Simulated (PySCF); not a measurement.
C₂HBClF, SMILES C#CB(F)Cl.

Geometry: PBE-D3(BJ)/def2-SVP.

The numbers are results of PBE0/def2-TZVP (PySCF), not measurements.

Symmetry labels are those of the subgroup Cs that the program uses (full group Cs).

Problem. List the valence orbital energies around the gap with their symmetry. (The exact figures need the calculation; the answer reports its results.)

Solution. 
```tsv
orbital	symmetry	energy (eV)
HOMO−7	A'	-14.43
HOMO−6	A'	-13.77
HOMO−5	A"	-13.57
HOMO−4	A'	-11.27
HOMO−3	A"	-10.16
HOMO−2	A'	-9.75
HOMO−1	A"	-8.96
HOMO	A'	-8.70
LUMO	A"	-2.05
LUMO+1	A'	-0.14
LUMO+2	A'	1.22
LUMO+3	A'	1.77
```
